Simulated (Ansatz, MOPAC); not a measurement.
System: C$_{2}$H$_{7}$GeO, net charge 0, doublet state. SMILES: CC[O][GeH2]

Atoms: C1, C2, O3, Ge4, H5, H6, H7, H8, H9, H10, H11. Bonds: C1-C2, C1-H5, C1-H6, C1-H7, C2-O3, C2-H8, C2-H9, O3-Ge4, Ge4-H10, Ge4-H11.

Bond lengths (Å) and angles (degrees) optimised at MNDO with MOPAC; B3LYP/LANL2DZ with Ansatz (a quantum-chemistry and plane-wave program); B3LYP/6-31G* with LANL2DZ past Ar with Ansatz, each started from the B3LYP-D3(BJ)/def2-TZVP structure (Ansatz) of the last column. A row stands for all coordinates that are equal there; 11 of 24 kinds are shown. 6-31G* holds six Cartesian d functions. No wavenumbers were computed at MNDO, B3LYP/LANL2DZ, so these may be saddle points.

```tsv
coordinate	MNDO	B3LYP/LANL2DZ	B3LYP/6-31G* with LANL2DZ past Ar	B3LYP-D3(BJ)/def2-TZVP
C1-C2	1.543	1.535	1.526	1.519
C1-H5	1.109	1.098	1.097	1.092
C1-H6	1.108	1.096	1.095	1.091
C2-O3	1.368	1.456	1.422	1.422
C2-H8	1.128	1.097	1.098	1.094
C2-H9	1.129	1.103	1.102	1.098
O3-Ge4	1.795	1.806	1.793	1.795
Ge4-H10	1.485	1.560	1.562	1.553
C1-C2-O3	111.7	111.7	112.1	112.0
C2-O3-Ge4	131.6	127.1	122.0	121.1
C2-C1-H5	111.9	111.1	111.0	110.8
```

Mean signed difference of all 10 bond lengths from B3LYP-D3(BJ)/def2-TZVP: MNDO -0.006 Å, B3LYP/LANL2DZ 0.010 Å, B3LYP/6-31G* with LANL2DZ past Ar 0.005 Å.
